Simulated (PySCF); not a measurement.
Screening by computed properties: pick the candidate that meets the target.

Species are written as SMILES; each is one conformer at its optimised geometry, gas phase, non-relativistic unless stated; the electronic structure was computed with PySCF and density fitting.

The conformers computed, where there is a choice (atom-mapped SMILES and torsion angles):
- `[CH:1]#[C:2][PH:3][CH2:4][C:5]([CH3:6])([CH3:7])[CH3:8]`: C2–P3–C4–C5 179°, P3–C4–C5–C6 -64°
- `[CH3:1][SiH2:2][O:3][Si@@H:4]([CH3:5])[C:6]([CH3:7])=[O:8]`: C1–Si2–O3–Si4 -55°, Si2–O3–Si4–C5 -128°, O3–Si4–C6–C7 178°
- `[CH3:1][CH2:2][O:3][SiH2:4][N:5]([CH3:6])[C:7]([CH3:8])=[O:9]`: C1–C2–O3–Si4 -63°, C2–O3–Si4–N5 -174°, O3–Si4–N5–C6 0°, Si4–N5–C7–C8 180°
- `[CH3:1][C:2]#[C:3][P:4]([CH3:5])[CH2:6][P:7]([CH3:8])[CH3:9]`: C3–P4–C6–P7 171°, P4–C6–P7–C8 73°

The conformers of `C1CP2CCC1CC2` and `CP(C)PC1=CCCC1` aren't listed.

(1) Wanted: HOMO–LUMO gap between 6.4 eV and 7.2 eV (PBE0/pcSseg-1) and HOMO energy above -6.6 eV (PBE0/pcSseg-1), at GFN2-xTB geometries. Which candidate meets both?
A. `C(C)(C)(C)CPC#C`
B. `C[SiH2]O[Si@@H](C)C(C)=O`
C. `CCO[SiH2]N(C)C(C)=O`
D. `C1CP2CCC1CC2`
E. `CP(C)PC1=CCCC1`
F. `CC#CP(C)CP(C)C`

(2) Wanted: dipole moment below 2.2 D (PBE0/pcSseg-1) and smallest rotational constant above 0.54 GHz (GFN2-xTB), at GFN2-xTB geometries. Which candidate meets both?
A. `C[SiH2]O[Si@@H](C)C(C)=O`
B. `CC#CP(C)CP(C)C`
C. `CCO[SiH2]N(C)C(C)=O`
D. `N#Cc1cccs1`
E. `C(#C)PCC(C)(C)C`

Answers

(1) F. Computed values:
```csv
species,HOMO–LUMO gap,HOMO energy
C[SiH2]O[Si@@H](C)C(C)=O,5.71 eV,-6.76 eV
CP(C)PC1=CCCC1,5.91 eV,-6.05 eV
CC#CP(C)CP(C)C,6.85 eV,-6.46 eV
C(C)(C)(C)CPC#C,7.07 eV,-6.92 eV
C1CP2CCC1CC2,7.37 eV,-6.31 eV
CCO[SiH2]N(C)C(C)=O,7.96 eV,-7.32 eV
```

(2) E. Computed values:
```csv
species,dipole moment,smallest rotational constant
C(#C)PCC(C)(C)C,1.40 D,0.816 GHz
CC#CP(C)CP(C)C,1.92 D,0.474 GHz
C[SiH2]O[Si@@H](C)C(C)=O,2.38 D,0.731 GHz
CCO[SiH2]N(C)C(C)=O,3.07 D,0.616 GHz
N#Cc1cccs1,4.75 D,1.374 GHz
```
